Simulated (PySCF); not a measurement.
PySCF input (BP86/def2-SVP):

```python
from pyscf import gto, dft

mol = gto.M(
    atom='''
    C    -1.95646900    0.47764100    0.16573800
    Si   -0.36142300   -0.40935100   -0.30415900
    C    -0.01793100   -1.82217600    0.89697600
    P     1.31299500    1.12239300   -0.44117000
    H    -2.17424600    1.29298200   -0.52503000
    H    -2.80247900   -0.21243500    0.15994900
    H    -1.87576500    0.89957700    1.17292000
    H    -0.84000700   -2.54127800    0.90055700
    H     0.89958800   -2.35007800    0.63558200
    H     0.09443300   -1.42885400    1.91246700
    H     1.59076000    1.14258100    0.95606500
    H     2.31910200    0.15973300   -0.71301300
    ''',
    basis='def2-svp',
    charge=0,
    spin=1,
    verbose=4,
)

mf = dft.UKS(mol, xc='bp86')
mf.grids.level = 3
mf.conv_tol = 1e-9
mf.max_cycle = 100
mf.max_memory = 1500
mf.kernel()
if not mf.converged:
    mf = mf.newton()
    mf.kernel(mf.make_rdm1())
mo, _, stable, _ = mf.stability(return_status=True)
if not stable:
    mf.kernel(mf.make_rdm1(mo, mf.mo_occ))
    stable = mf.stability(return_status=True)[2]
mf.dip_moment()
```

From the output:

```
XC functionals = bp86
    A. D. Becke,  Phys. Rev. A 38, 3098 (1988)
    J. P. Perdew,  Phys. Rev. B 33, 8822 (1986)
    J. P. Perdew,  Phys. Rev. B 34, 7406–7406 (1986)
radial grids:
    Treutler-Ahlrichs [JCP 102, 346 (1995); DOI:10.1063/1.469408] (M4) radial grids

becke partition: Becke, JCP 88, 2547 (1988); DOI:10.1063/1.454033
pruning grids: <function nwchem_prune>
grids dens level: 3
symmetrized grids: False
atomic radii adjust function: <function treutler_atomic_radii_adjust>
small_rho_cutoff = 0
Set gradient conv threshold to 3.16228e-05
tot grids = 145064
init E= -711.545412006948
  alpha nocc = 25  HOMO = -0.177093751090554  LUMO = -0.0358274055266321
  beta  nocc = 24  HOMO = -0.284455590879876  LUMO = -0.177093751090554

WARN: HOMO -0.177093751090554 >= LUMO -0.177093751090554

cycle= 1 E= -711.560480273405  delta_E= -0.0151  |g|= 0.393  |ddm|= 2.35
  alpha nocc = 25  HOMO = -0.14760065248534  LUMO = 0.0301028862792467
  beta  nocc = 24  HOMO = -0.183867433623423  LUMO = -0.0945036209874028
  HOMO = -0.147600652485  LUMO = -0.0945036209874  gap/eV = 1.44484
cycle= 2 E= -711.442733734881  delta_E= 0.118  |g|= 0.593  |ddm|= 1.03
  alpha nocc = 25  HOMO = -0.163186693307772  LUMO = 0.0148350920285312
  beta  nocc = 24  HOMO = -0.213740403905561  LUMO = -0.107619928188348
  HOMO = -0.163186693308  LUMO = -0.107619928188  gap/eV = 1.51205
cycle= 3 E= -711.646280216183  delta_E= -0.204  |g|= 0.0448  |ddm|= 0.643
  alpha nocc = 25  HOMO = -0.165402818645057  LUMO = 0.00735447455510707
  beta  nocc = 24  HOMO = -0.226726585016931  LUMO = -0.107420473178478
  HOMO = -0.165402818645  LUMO = -0.107420473178  gap/eV = 1.57778
cycle= 4 E= -711.647589547756  delta_E= -0.00131  |g|= 0.0206  |ddm|= 0.141
  alpha nocc = 25  HOMO = -0.167433196949941  LUMO = 0.00881985748557934
  beta  nocc = 24  HOMO = -0.223656470263482  LUMO = -0.107876626400114
  HOMO = -0.16743319695  LUMO = -0.1078766264  gap/eV = 1.62062
cycle= 5 E= -711.647893754054  delta_E= -0.000304  |g|= 0.00428  |ddm|= 0.0447
  alpha nocc = 25  HOMO = -0.166606688473053  LUMO = 0.00906823880153329
  beta  nocc = 24  HOMO = -0.223584974044006  LUMO = -0.106750273274848
  HOMO = -0.166606688473  LUMO = -0.106750273275  gap/eV = 1.62878
cycle= 6 E= -711.647907000893  delta_E= -1.32e-05  |g|= 0.00141  |ddm|= 0.00918
  alpha nocc = 25  HOMO = -0.166825146318069  LUMO = 0.00908801298004391
  beta  nocc = 24  HOMO = -0.223555160626559  LUMO = -0.106787977654046
  HOMO = -0.166825146318  LUMO = -0.106787977654  gap/eV = 1.63369
cycle= 7 E= -711.647908318364  delta_E= -1.32e-06  |g|= 0.000549  |ddm|= 0.00291
  alpha nocc = 25  HOMO = -0.166850555906769  LUMO = 0.0090837013983176
  beta  nocc = 24  HOMO = -0.223533778078241  LUMO = -0.106750477907704
  HOMO = -0.166850555907  LUMO = -0.106750477908  gap/eV = 1.63541
cycle= 8 E= -711.647908538079  delta_E= -2.2e-07  |g|= 0.000156  |ddm|= 0.000805
  alpha nocc = 25  HOMO = -0.166845006121747  LUMO = 0.00908472413545258
  beta  nocc = 24  HOMO = -0.22353863586592  LUMO = -0.106727270095087
  HOMO = -0.166845006122  LUMO = -0.106727270095  gap/eV = 1.63589
cycle= 9 E= -711.64790852504  delta_E= 1.3e-08  |g|= 5.96e-05  |ddm|= 0.000261
  alpha nocc = 25  HOMO = -0.166853082744268  LUMO = 0.00908191388026713
  beta  nocc = 24  HOMO = -0.223541835616832  LUMO = -0.106729420713275
  HOMO = -0.166853082744  LUMO = -0.106729420713  gap/eV = 1.63605
cycle= 10 E= -711.647908554297  delta_E= -2.93e-08  |g|= 1.35e-05  |ddm|= 0.000117
  alpha nocc = 25  HOMO = -0.166851640611471  LUMO = 0.00908226289326253
  beta  nocc = 24  HOMO = -0.223541944680386  LUMO = -0.106727361216219
  HOMO = -0.166851640611  LUMO = -0.106727361216  gap/eV = 1.63606
cycle= 11 E= -711.64790855445  delta_E= -1.53e-10  |g|= 4.58e-06  |ddm|= 3.28e-05
  alpha nocc = 25  HOMO = -0.166852210141529  LUMO = 0.0090832378269825
  beta  nocc = 24  HOMO = -0.223540832097312  LUMO = -0.106727942891548
  HOMO = -0.166852210142  LUMO = -0.106727942892  gap/eV = 1.63606
Extra cycle  E= -711.647908554449  delta_E= 1.25e-12  |g|= 4.77e-06  |ddm|= 1.87e-05
converged SCF energy = -711.647908554449  <S^2> = 0.75199736  2S+1 = 2.0019964
uhf_internal: lowest eigs of H = [0.57375966 0.60597384 0.62198155]
<class 'pyscf.dft.uks.UKS'> wavefunction is stable in the internal stability analysis
Dipole moment(X, Y, Z, Debye): -0.62551, -1.05852,  1.18376
```

The geometry given is a B3LYP-D3(BJ)/def2-TZVP minimum.
